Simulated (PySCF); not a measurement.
Cartesian coordinates in Å; atom numbers follow the order of the lines, from 1:
```xyz
13

B     2.077   -0.227   -0.231
C     0.586   -0.260    0.205
C    -0.137    1.095    0.339
O    -1.523    0.829    0.424
Si   -1.857   -0.623   -0.347
O    -0.267   -1.111   -0.553
H     2.520   -1.012   -1.030
H     2.805    0.571    0.315
H     0.688   -0.679    1.242
H     0.197    1.636    1.238
H     0.066    1.738   -0.538
H    -2.662   -1.498    0.548
H    -2.522   -0.476   -1.669
```

Geometry: PBE0-D3(BJ)/def2-SVP; GIAO shifts from PySCF 2.14, gas phase, non-relativistic, averaged over equivalent atoms.

At PBE0/STO-3G (41 basis functions, 3.3 s wall time on 1 thread of an Arm Neoverse V1, shared host):
```
atoms  δ (ppm)
   B1     86.8
   C2     65.0
   C3     55.8
   O6    -53.6
   O4    -61.8
  Si5     12.6
H7/H8     7.41
  H12     2.94
  H13     2.91
  H10     2.42
   H9     1.72
  H11     1.52
```

Referencing at the same level of theory: BF3·OEt2 for $^{11}$B (128.75 ppm); $^{13}$C (234.69 ppm), $^{29}$Si (517.60 ppm), $^{1}$H (32.60 ppm) vs TMS; $^{17}$O (341.71 ppm) against H2O.

Q: Estimate the result of repeating the calculation with LDA/pcSseg-1.

A: 
```
atoms  δ at LDA/pcSseg-1  change
   B1               94.2    +7.4
   C2               96.6   +31.6
   C3               68.2   +12.4
   O6               85.2  +138.8
   O4               62.0  +123.8
  Si5               14.6    +2.0
H7/H8               8.23   +0.82
  H12               5.66   +2.72
  H13               5.64   +2.73
  H10               4.59   +2.17
   H9               4.69   +2.97
  H11               4.16   +2.64
```

Shifts are taken against calculated references (same method and geometry level): $^{11}$B (92.91 ppm) against BF3·OEt2; TMS for $^{13}$C (180.72 ppm), $^{29}$Si (318.36 ppm), $^{1}$H (30.83 ppm); H2O for $^{17}$O (342.75 ppm).

The largest change is at O6 (oxygen bonded to C, Si, in a 5-membered ring). Cost: 144 basis functions, 15 s wall time on 1 thread of an Arm Neoverse V1, shared host.

A carbon bonded to boron is broadened by the quadrupolar boron nucleus and is often missing from a measured spectrum. Experimental scales use liquid or dissolved standards, which lie at an offset from isolated H2O (liquid H2O: subtract about 36 ppm).
